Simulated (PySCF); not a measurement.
## Electronic structure of Rh⁺ (rhodium, charge +1) at the UHF level

Configuration: [Kr] 4d8, high-spin 3F determinant. Calculation: PySCF 2.14, in def2-TZVP with the def2 core potential (28 electrons); scalar relativity through the core potential.

```json
{"Total energy": "-109.511356 hartree", "One-electron energy": "-189.2742 hartree", "Hartree (Coulomb) energy": "90.3539 hartree", "Exchange energy": "-10.5911 hartree", "⟨S²⟩": "2.0036", "⟨L²⟩": "12.037", "Sum of ⟨r⟩": "20.89 bohr", "Sum of ⟨r²⟩": "32.88 bohr²", "Time after the integrals": "0.25 s of wall time on 1 thread of Neoverse-N1 (shared host)"}
```

```json
{"shell": "4s α", "electrons": "1", "mean orbital energy (hartree)": "-4.10823", "spread (hartree)": "0", "rms radius, mean of both spins (bohr)": "1.06"}
{"shell": "4s β", "electrons": "1", "mean orbital energy (hartree)": "-3.97409", "spread (hartree)": "0", "rms radius, mean of both spins (bohr)": "1.06"}
{"shell": "4p α", "electrons": "3", "mean orbital energy (hartree)": "-2.74070", "spread (hartree)": "0", "rms radius, mean of both spins (bohr)": "1.17"}
{"shell": "4p β", "electrons": "3", "mean orbital energy (hartree)": "-2.57211", "spread (hartree)": "0", "rms radius, mean of both spins (bohr)": "1.17"}
{"shell": "4d α", "electrons": "5", "mean orbital energy (hartree)": "-0.73997", "spread (hartree)": "0.03988", "rms radius, mean of both spins (bohr)": "1.67"}
{"shell": "4d β", "electrons": "3", "mean orbital energy (hartree)": "-0.67597", "spread (hartree)": "0", "rms radius, mean of both spins (bohr)": "1.67"}
```

Energies and moments cover only the electrons outside the core potential.
